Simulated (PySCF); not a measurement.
A geometry optimisation, step by step.

Compound: CH7B2FN2.
Atom-mapped SMILES: `[BH2:1][N:2]([CH3:3])[B:4]([NH2:5])[F:6]` (hydrogens: H7, H8 on B1; H9, H10, H11 on C3; H12, H13 on N5)

Computed by this run: PySCF 2.14.0, PBE0-D3(BJ)/def2-SVP geometry optimisation, gas phase; density fitting, grid level 1; the optimiser is geomeTRIC in internal coordinates, started from a GFN2-xTB structure with every atom displaced at random (about 0.01 Å). The frame can shift and turn from step to step; on so coarse a grid that alone can change the energy by a few meV, and forces under 0.02 eV/Å are noise.

Step 0: E = -8189.7837 eV, largest atomic force 2.356 eV/Å
```
atom  x, y, z in Å  |  force x, y, z in eV/Å
B1     -0.534    1.129   -0.933   -0.248   0.642  -0.357
N2     -0.378    0.032   -0.126    0.395  -1.100   0.739
C3     -1.515   -0.848    0.179    1.290   0.440   1.121
B4      0.919   -0.351    0.470   -2.198  -0.842   0.111
N5      2.092    0.309    0.317    0.339   1.187  -0.765
F6      0.894   -1.453    1.242    0.051  -0.099   0.033
H7     -1.607    1.386   -1.371   -0.528   0.116  -0.264
H8      0.370    1.858   -1.185    0.567   0.277  -0.090
H9     -1.299   -1.849   -0.163   -0.054  -0.724  -0.313
H10    -1.641   -0.910    1.278   -0.143  -0.011  -0.247
H11    -2.413   -0.471   -0.264   -0.774   0.327  -0.465
H12     2.210    1.147   -0.216   -0.093   0.372  -0.294
H13     2.907    0.004    0.761    1.397  -0.586   0.793
```

Step 1: E = -8189.9256 eV, largest atomic force 0.426 eV/Å
```
atom  x, y, z in Å  |  force x, y, z in eV/Å
B1     -1.182    1.072   -0.882    0.015  -0.087   0.061
N2     -1.032   -0.061   -0.066   -0.067   0.128  -0.063
C3     -2.166   -0.927    0.221   -0.212  -0.096  -0.186
B4      0.234   -0.444    0.541    0.364   0.182  -0.127
N5      1.442    0.251    0.379   -0.029  -0.260   0.225
F6      0.236   -1.555    1.295   -0.026  -0.040   0.052
H7     -2.264    1.337   -1.352   -0.021  -0.005  -0.004
H8     -0.234    1.785   -1.119    0.039   0.001   0.018
H9     -1.982   -1.958   -0.130   -0.032   0.095   0.017
H10    -2.368   -0.987    1.299    0.000   0.014   0.103
H11    -3.071   -0.542   -0.279    0.179  -0.062   0.068
H12     1.529    1.096   -0.164   -0.001   0.040  -0.025
H13     2.289   -0.061    0.844   -0.208   0.090  -0.138
```

Step 2: E = -8189.9294 eV, largest atomic force 0.136 eV/Å
```
atom  x, y, z in Å  |  force x, y, z in eV/Å
B1     -1.176    1.070   -0.879   -0.003  -0.016   0.011
N2     -1.033   -0.064   -0.067   -0.024   0.000  -0.012
C3     -2.171   -0.929    0.220   -0.039  -0.007  -0.001
B4      0.238   -0.448    0.536    0.111   0.077  -0.011
N5      1.439    0.251    0.379   -0.058  -0.047   0.034
F6      0.238   -1.556    1.295   -0.020  -0.036   0.008
H7     -2.255    1.343   -1.353   -0.004  -0.003   0.002
H8     -0.220    1.778   -1.107    0.004   0.002   0.002
H9     -1.994   -1.957   -0.133    0.007   0.012   0.000
H10    -2.370   -0.985    1.301    0.009   0.008  -0.009
H11    -3.068   -0.539   -0.279    0.015   0.001   0.001
H12     1.517    1.098   -0.162    0.012  -0.002  -0.002
H13     2.285   -0.055    0.838   -0.011   0.011  -0.022
```

Step 3: E = -8189.9296 eV, largest atomic force 0.046 eV/Å
```
atom  x, y, z in Å  |  force x, y, z in eV/Å
B1     -1.177    1.070   -0.878    0.008   0.009  -0.003
N2     -1.031   -0.062   -0.067    0.003   0.011  -0.006
C3     -2.173   -0.925    0.218    0.013  -0.012   0.029
B4      0.240   -0.448    0.536   -0.008  -0.012  -0.005
N5      1.442    0.247    0.384   -0.037   0.026  -0.009
F6      0.235   -1.560    1.290   -0.005  -0.015   0.007
H7     -2.259    1.338   -1.350    0.005   0.009  -0.003
H8     -0.223    1.781   -1.108    0.003   0.000   0.002
H9     -1.996   -1.952   -0.135    0.003  -0.008   0.000
H10    -2.373   -0.979    1.299   -0.001  -0.002  -0.009
H11    -3.066   -0.532   -0.284   -0.010   0.007  -0.006
H12     1.525    1.095   -0.156    0.001  -0.004  -0.003
H13     2.288   -0.064    0.839    0.023  -0.010   0.005
```

Step 4: E = -8189.9296 eV, largest atomic force 0.048 eV/Å
```
atom  x, y, z in Å  |  force x, y, z in eV/Å
B1     -1.172    1.072   -0.877   -0.003   0.007  -0.005
N2     -1.033   -0.062   -0.067    0.008  -0.006   0.013
C3     -2.174   -0.924    0.218    0.018   0.011   0.004
B4      0.238   -0.451    0.537   -0.037  -0.027  -0.016
N5      1.438    0.245    0.384    0.018   0.021   0.009
F6      0.231   -1.567    1.287    0.005   0.017  -0.006
H7     -2.250    1.347   -1.352    0.002   0.002   0.001
H8     -0.213    1.778   -1.101   -0.005   0.002  -0.001
H9     -1.997   -1.952   -0.134   -0.002  -0.008   0.000
H10    -2.375   -0.978    1.299   -0.006  -0.003   0.000
H11    -3.067   -0.531   -0.284   -0.016   0.004  -0.006
H12     1.519    1.094   -0.155   -0.006  -0.006  -0.002
H13     2.286   -0.066    0.834    0.023  -0.012   0.009
```

Step 5: E = -8189.9297 eV, largest atomic force 0.024 eV/Å
```
atom  x, y, z in Å  |  force x, y, z in eV/Å
B1     -1.171    1.074   -0.877   -0.002   0.000   0.000
N2     -1.033   -0.061   -0.067    0.006  -0.001   0.005
C3     -2.175   -0.922    0.217    0.004   0.008  -0.008
B4      0.237   -0.452    0.536   -0.014  -0.019   0.003
N5      1.439    0.242    0.387    0.007   0.011   0.006
F6      0.229   -1.568    1.285    0.003   0.003  -0.004
H7     -2.248    1.351   -1.352    0.000  -0.001   0.002
H8     -0.211    1.779   -1.101    0.000   0.001   0.000
H9     -1.999   -1.950   -0.135   -0.002   0.000   0.000
H10    -2.376   -0.977    1.298   -0.002   0.001   0.002
H11    -3.068   -0.529   -0.285   -0.002   0.000  -0.001
H12     1.520    1.091   -0.153    0.005  -0.001  -0.002
H13     2.287   -0.071    0.835   -0.002  -0.003  -0.004
```

Q: Summarise the path.

A: The energy falls by 14.08 kJ/mol from step 0 to step 5; nine tenths of that is first reached at step 1. It never rises by more than 0.2 meV. The largest force goes from 2.356 to 0.024 eV/Å. Among the bonds B4–N5 changes most, from 1.354 to 1.396 Å; the atoms move by 0.039 Å rms after alignment.

Q: Follow the three bonds and two angles with the largest change from start to end.

A: 
```
step  E above end (kJ/mol)  largest force (eV/Å)  B4–N5 (Å)  N5–H13 (Å)  B1–N2 (Å)  H9–C3–H11 (°)  N2–C3–H10 (°)
   0                 14.08                 2.356      1.354       0.978      1.371          111.3          109.1
   1                  0.39                 0.426      1.403       1.015      1.404          108.6          111.6
   2                  0.02                 0.136      1.398       1.010      1.402          108.5          111.4
   3                  0.00                 0.046      1.396       1.009      1.401          108.5          111.3
   4                  0.01                 0.048      1.395       1.009      1.401          108.6          111.3
   5                  0.00                 0.024      1.396       1.010      1.401          108.6          111.3
```

The cost below is that of the whole optimisation. Time: 21 s of wall time; peak memory 0.52 GiB. Hardware: Intel Xeon 6975P-C, one thread, shared host.
